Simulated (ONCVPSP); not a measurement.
## What one change does to a pseudopotential (Fe (Z = 26), ONCV)

iron, optimised norm-conserving Vanderbilt (ONCV), made with ONCVPSP 4.0.1 (PBEsol, scalar-relativistic). Core [Ne], reference 3s2 3p6 3d7 4s1. Waves: 3s+4s: rc 1.45 bohr, ncon 5, nbas 9, qcut 6.7 1/bohr, 2 projectors; 3p: rc 1.05 bohr, ncon 5, nbas 9, qcut 15 1/bohr, 1 projector; 3d: rc 1.20 bohr, ncon 4, nbas 9, qcut 12.4 1/bohr, 1 projector. Local part: polynomial inside 0.85 bohr (lpopt 5, dvloc0 -1 Ha). Core correction: Teter function, fcfact 4, rcfact 1.35.

Change: all radii but the core radius scaled by about 1.08 (s 1.56, p 1.14, d 1.30 bohr); local potential polynomial inside 0.92 bohr (lpopt 5, dvloc0 -1 Ha).

Cutoffs: the cutoffs (Ha) at which the residual kinetic energy of the hardest occupied pseudo-wave falls to 1 and 0.1 mHa per electron; they do not see the model core or the augmentation charge, which bear on the density cutoff. Errors are all-electron minus pseudo energies relative to the spin-unpolarised reference configuration.

What does the change do?

The potential gets softer (68 Ha and 85 Ha → 62 Ha and 79 Ha); of the 4 tests that both files solve, the error grows in 2 and shrinks in 0 by more than 15 % and 0.3 meV (median size 3.4 → 4.1 meV); neither file shows a bound ghost. A larger radius leaves more room for a smooth pseudo-wave, so fewer plane waves are needed.

```tsv
quantity	base	changed
cutoff, loose	68 Ha	62 Ha
cutoff, tight	85 Ha	79 Ha
loose cutoff by channel	s 17 Ha, p 68 Ha, d 61 Ha	s 12 Ha, p 62 Ha, d 57 Ha
bound ghosts	none	none
GHOST(+) flags under 300 eV	none	none
error for 3s2 3p6 3d6 4s2, meV [ΔE 0.80 eV]	+3.2	+3.8
error for 3s2 3p6 3d6 4s1, meV [ΔE 9.55 eV]	+0.1	+0.1
error for 3s2 3p6 3d6 4s0, meV [ΔE 25.66 eV]	-3.6	-4.4
error for 3s2 3p6 3d5 4s2 4p1, meV [ΔE 9.58 eV]	+41	+46
rms error of d²Exc/dni dnj with the model core, mHa	1.15	1.11
```
